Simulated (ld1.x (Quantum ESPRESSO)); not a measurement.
An all-electron radial function and its pseudo partner (fluorine (F))

Columns: radius, all-electron u(r) and pseudo u(r) of the 2s shell (level -29.90 eV) of fluorine in the configuration [He] 2s2 2p5; PBE, scalar-relativistic, PAW scheme, ld1.x (Quantum ESPRESSO) 7.5.

```tsv
r (bohr)	all-electron	pseudo
0.098	0.4499	-0.0993
0.195	0.1945	-0.2285
0.292	-0.1960	-0.4005
0.390	-0.5404	-0.6022
0.488	-0.7872	-0.7948
0.585	-0.9366	-0.9366
0.682	-1.0092	-1.0092
0.780	-1.0252	-1.0252
0.878	-1.0016	-1.0016
0.975	-0.9534	-0.9534
1.072	-0.8908	-0.8908
1.170	-0.8201	-0.8201
1.268	-0.7470	-0.7470
1.365	-0.6757	-0.6757
1.463	-0.6066	-0.6066
1.560	-0.5424	-0.5424
1.658	-0.4824	-0.4824
1.755	-0.4282	-0.4282
1.852	-0.3790	-0.3790
1.950	-0.3343	-0.3343
2.047	-0.2946	-0.2946
2.145	-0.2589	-0.2589
2.242	-0.2275	-0.2275
2.340	-0.1995	-0.1995
2.438	-0.1747	-0.1747
2.535	-0.1530	-0.1530
```

(1) How many radial nodes do the two functions have?

(2) At about which radius was the pseudo-wave matched?

(3) Where does each function peak?

(4) Is the pseudo-wave norm-conserving?

Answers

(1) The all-electron 2s function has n − l − 1 = 1; the pseudo-wave has 0, since the states of the same l below it are removed with the core.

(2) 0.60 bohr, where the columns begin to agree (steps of 0.10 bohr).

(3) Outermost all-electron maximum near 0.78 bohr, pseudo maximum near 0.78 bohr (to the table’s step).

(4) No, it belongs to a PAW set: the norm inside the radius is not constrained, and the difference is carried by the augmentation charge.
